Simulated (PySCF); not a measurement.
C4H12W, SMILES [CH3][W]([CH3])([CH3])[CH3], multiplicity 1. Atoms are numbered in the order given.

```xyz
17

W      0.0000     0.0000     0.0000
C     -1.1777    -1.1777     1.2459
C      1.1777     1.1777     1.2459
C     -1.1777     1.1777    -1.2459
C      1.1777    -1.1777    -1.2459
H     -0.6801    -1.9639     1.8615
H     -1.6950    -1.6950     0.3904
H     -1.9639    -0.6801     1.8615
H      1.6950     1.6950     0.3904
H      1.9639     0.6801     1.8615
H      0.6801     1.9639     1.8615
H     -1.9639     0.6801    -1.8615
H     -1.6950     1.6950    -0.3904
H     -0.6801     1.9639    -1.8615
H      0.6801    -1.9639    -1.8615
H      1.6950    -1.6950    -0.3904
H      1.9639    -0.6801    -1.8615
```
Charge 0, spin multiplicity 1.

The structure is a stationary point at PBE-D3(BJ)/def2-SVP. The multiplicity is an assumed one; other spin states were not compared. The def2 effective core potentials stand for the cores of W; spin–orbit coupling is left out.

Computed with PBE-D3(BJ)/def2-SVP in PySCF.

Frequencies are harmonic and unscaled.

A small imaginary wavenumber (i) marks a very flat motion, where grid noise or a shallow saddle decides the sign.

Modes within 1.5 cm⁻¹ of each other (mostly degenerate sets) share a row, with their intensities summed.

```csv
mode,ν (cm⁻¹),IR (km/mol),moving atoms (share of kinetic energy)
1,24i,0.0,"C 66 %, H 34 %"
2,115,2.5,"C 67 %, H 22 %, W 11 %"
3–4,128,1.0,"C 52 %, H 36 %, W 12 %"
5,150,0.0,"C 54 %, H 46 %"
6,257,0.0,H 100 %
7–9,262,22.1,H 98 %
10,264,0.3,"H 83 %, C 15 %"
11–12,385,19.4,"H 74 %, C 22 %"
13,440,0.0,"H 61 %, C 39 %"
14–15,569,54.9,"C 59 %, H 34 %"
16,587,0.0,"H 86 %, C 14 %"
17,599,0.0,"C 70 %, H 30 %"
18,627,26.7,"C 59 %, H 30 %, W 11 %"
19–20,712,51.0,"H 80 %, C 18 %"
21,748,0.0,"H 79 %, C 21 %"
22,1130,22.8,"H 77 %, C 23 %"
23–24,1136,14.9,"H 77 %, C 23 %"
25,1146,0.0,"H 79 %, C 21 %"
26,1261,0.0,H 95 %
27–28,1264,4.0,H 94 %
29,1272,0.0,H 96 %
30–31,1371,47.4,H 94 %
32,1379,1.6,H 94 %
33,1383,0.0,H 94 %
34,2852,2.9,H 97 %
35–36,2853,16.6,H 97 %
37,2859,0.0,H 97 %
38–39,2952,86.5,"H 92 %, C 8 %"
40,2955,135.6,H 92 %
41,2959,0.0,H 92 %
42,2963,0.0,"H 90 %, C 10 %"
43,2971,0.0,"H 91 %, C 9 %"
44–45,2974,42.6,"H 90 %, C 10 %"
```
